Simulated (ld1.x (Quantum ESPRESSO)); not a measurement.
What one change does to a pseudopotential (niobium (Nb), RRKJ)

ld1.x (Quantum ESPRESSO) 7.5 input, shortened:

```
&input
   title='Nb', zed=41., rel=1, dft='PBE', iswitch=3,
   config='[Kr] 4d4 5s0.5 5p0.5'
 /
 &inputp
   pseudotype=2, tm=.false., rho0=0.005, lloc=1,
   nlcc=.false.
 /
3
5S  1  0   0.50   0.00  2.95  2.95  0.0
4D  3  2   4.00   0.00  1.70  1.70  0.0
4P  2  1   6.00   0.00  1.50  1.50  0.0
 &test
   configts(1)='4p6 4d4 5s0.5 5p0.5'
 /
```

Occupied shells without a wave of their own: 5p. They enter only through the test configuration that unscreens the potential.

All-electron outer shells of the reference configuration (PBE, scalar-relativistic, ld1.x):

```tsv
shell	level (eV)	outermost node (bohr)	outermost maximum (bohr)
3d	-196.91	–	0.33
4s	-59.03	0.53	1.04
4p	-35.17	0.54	1.12
5s	-4.41	1.40	3.04
4d	-3.63	0.55	1.49
5p	-1.45	1.62	4.21
```

Change: all radii scaled by about 1.14 (s 3.36, p 1.70, d 1.94 bohr).

Cutoffs: the cutoffs (Ry, on a coarse ladder) from which the occupation-weighted sum of valence levels, in a spherical-Bessel basis at the reference potential, stays within 10 and 1 mRy of its value at 400 Ry; they do not see the model core or the augmentation charge, which bear on the density cutoff. Errors are all-electron minus pseudo energies relative to the spin-unpolarised reference configuration.

**Question.** Predict the effect on cutoff, ghosts and configuration errors.

**Answer.** The potential gets softer (50 Ry and 90 Ry → 40 Ry and 55 Ry); both files keep a bound ghost (s); of the 7 tests that both files solve, the error grows in 6 and shrinks in 0 by more than 15 % and 0.3 meV (median size 12.2 → 26.9 meV). A larger radius leaves more room for a smooth pseudo-wave, so fewer plane waves are needed. More of the atom is replaced by a form fitted at one configuration, so other configurations suffer.

```csv
quantity,base,changed
"cutoff, loose",50 Ry,40 Ry
"cutoff, tight",90 Ry,55 Ry
loose cutoff by channel (10 mRy a level),"s 12 Ry, d 30 Ry, p 35 Ry","s 10 Ry, d 25 Ry, p 21 Ry"
bound ghosts,s,s
"error for 4p6 4d4 5s1 5p0, meV [ΔE -1.45 eV]",-7.1,-14
"error for 4p6 4d4 5s0 5p0, meV [ΔE 5.18 eV]",-15,-27
"error for 4p6 4d3 5s0 5p0, meV [ΔE 19.22 eV]",-12,-49
"error for 4p6 4d3 5s1 5p0, meV [ΔE 5.56 eV]",-41,-39
"error for 4p6 4d4.5 5s0.5 5p0, meV [ΔE -0.90 eV]",-6.9,-12
"error for 4p6 4d1 5s0 5p0, meV [ΔE 80.85 eV]",+20,-59
"error for 4p6 4d4 5s0.5 5p0, meV [ΔE 1.18 eV]",-10,-21
```

 A true bound ghost makes a file unfit for plane-wave use even where its test errors are small: the radial tests pick states by their node count and pass the ghost by.
